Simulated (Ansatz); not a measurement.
Compare A (`B[CH]([GeH3])C=N`) with its isomer B (`[BH2][GeH2][C](C)=N`).

Isolated molecules relaxed with PBE0-D4/def2-TZVP in Ansatz; ΔE leaves out vibrations. CBS: MP2 limit from def2 TZ/QZ plus the TZ coupled-cluster correction, frozen cores. Functionals use def2-TZVPP. B3LYP here is the variant with VWN-RPA as its local correlation; programs differ in this. For Ge outer-core shells are correlated without core-valence functions, which leaves a few kJ/mol of doubt a bond. Scalar relativity is left out up to krypton. One conformer a species, not always the lowest.

(1) Which is lower in electronic energy at CCSD(T)/CBS, and by how much? (Estimate.)

(2) Give E(B) − E(A) in kcal/mol with HF/def2-TZVPP, PBE-D4, B3LYP, PBE0-D4, CCSD/def2-TZVPP, B3LYP-D4, CCSD(T)/def2-TZVPP. (Best estimate.)

Largest T1 diagnostic: 0.014.

Results:

(1) The calculation gave: A, by 10.3 kcal/mol.

(2) Computed: HF/def2-TZVPP 8.3, PBE-D4 10.0, B3LYP 9.1, PBE0-D4 11.0, CCSD/def2-TZVPP 10.1, B3LYP-D4 9.7, CCSD(T)/def2-TZVPP 10.6. None reverses the order clearly.

In def2-TZVPP, CCSD(T) changes the Hartree–Fock value by +2.3 kcal/mol (the triples alone add +0.5 kcal/mol) and MP2 by +4.1 kcal/mol. From PBE to PBE0 (25 % exact exchange), in def2-TZVPP and without D4, E(B) − E(A) moves by +1.1 kcal/mol.
